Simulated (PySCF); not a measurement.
Vertical excitations of a molecule C₃H₄BF₃ from TDA-LC-ωPBE/def2-SVPD in PySCF, as energy in eV (oscillator strength): 6.69 (0.369), 7.34 (0.001), 7.99 (0.017), 8.40 (0.000), 8.54 (0.003), 8.86 (0.008), 9.49 (0.000), 9.69 (0.002), 9.74 (0.231), 10.19 (0.000). Lowest triplet (TDA): 3.63 eV. Coordinates come from a ωB97X-D3(BJ)/def2-SVP optimisation. The values are those of a single conformer.

Q: Pick the molecule that these values belong to.
A. FB(F)C1(F)CC1
B. C/C(=C/F)B(F)F
C. C=C(F)B(F)CF
D. CB(F)/C(F)=C\F

A: B, C/C(=C/F)B(F)F
